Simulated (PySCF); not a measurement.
Delta-SCF ions had no search for a lower state. Excitations are Tamm–Dancoff values on a coarser integration grid. The basis has no diffuse functions, so Rydberg states are missing or too high.

Z-matrix (Å, degrees):
```
Si
O 1 1.6636
H 2 0.9623 1 117.43
N 1 1.7175 2 116.28 3 -63.90
H 4 1.0078 1 122.69 2 89.30
H 4 1.0086 5 111.69 1 160.83
Si 1 2.3409 2 103.16 3 177.94
H 7 1.4865 1 111.63 2 -48.60
H 7 1.4876 8 108.52 1 121.45
H 7 1.4905 8 108.41 9 117.08
Si 1 2.3512 2 111.10 3 55.20
H 11 1.4875 1 111.67 2 41.34
H 11 1.4876 12 108.45 1 -122.90
H 11 1.4936 12 107.68 13 -116.24
```
Charge 0, spin multiplicity 1.

### Question
What is the computed S1 oscillator strength, T1 excitation (TDA), LUMO, vertical ionisation energy (Delta-SCF), brightest of the four lowest singlets (TDA), HOMO–LUMO gap, S1 excitation (TDA) and dipole moment (r2SCAN-D4/def2-TZVP run with PySCF 2.14.0)?

### Answer

```
Quantity                                        Value
-------------------------------------------  --------
S1 oscillator strength                          0.023
T1 excitation (TDA)                           4.85 eV
LUMO                                         -1.06 eV
vertical ionisation energy (Delta-SCF)        8.96 eV
brightest of the four lowest singlets (TDA)   5.87 eV
HOMO–LUMO gap                                 5.41 eV
S1 excitation (TDA)                           5.62 eV
dipole moment                                  2.44 D
```
